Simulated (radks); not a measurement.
Q: Charge is removed step by step from the 5p3/2 level of Ir3+, starting from [Kr] 4d10 4f14 5s2 5p(1/2: 2, 3/2: 4) 5d6. All-electron calculation, Dirac Kohn-Sham, BLYP, spin-unpolarised, spherical densities, finite nucleus; open shells fill j = l - 1/2 first; Fermi nuclear charge, rms radius 5.4032 fm. Program: a radial shooting solver on a logarithmic mesh with Libxc functionals. At the starting occupation the eigenvalue is -81.767 eV. Estimate the energy to remove one whole electron from this level, the eigenvalue at the end, and how far E(n) bends from a straight line.

A: Delta-SCF 89.877 eV; final eigenvalue -98.154 eV; the deviation from the straight line is -2.049 eV at 0.5 electron removed, the largest on the grid computed. Slater's transition state (half an electron removed) gives 89.835 eV. Integrating minus the eigenvalue over the occupation (Janak's theorem) gives 89.877 eV. The mean slope of the eigenvalue, de/dn, is 16.4 eV per electron.
